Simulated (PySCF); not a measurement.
Ag(Cl) anion (AgCl), SMILES [Cl][Ag] (connectivity only; charge and spin as stated), charge -1, multiplicity 2.

Coordinates come from a PBE0-D3(BJ)/def2-TZVPD optimisation. The multiplicity is an assumed one; other spin states were not compared. The def2 effective core potentials stand for the cores of Ag; spin–orbit coupling is left out.

All values below come from PBE0/def2-TZVPD run with PySCF.

 A positive occupied level means that this level leaves the electron formally unbound; only the finite basis holds it.

```
Property                                                           Result
------------------------------------------------  -----------------------
total energy                                           -607.13431 hartree
point group                                                           C∞v
α spin, highest occupied and lowest empty level          0.16 and 4.02 eV
β spin, highest occupied and lowest empty level         -2.50 and 2.50 eV
dipole moment about the centre of nuclear charge                   2.46 D
mean static polarisability                         101.6 bohr³ (15.06 Å³)
polarisability, principal values                  93.2, 93.2, 118.4 bohr³
⟨S²⟩                                              0.752 (pure state 0.75)
```
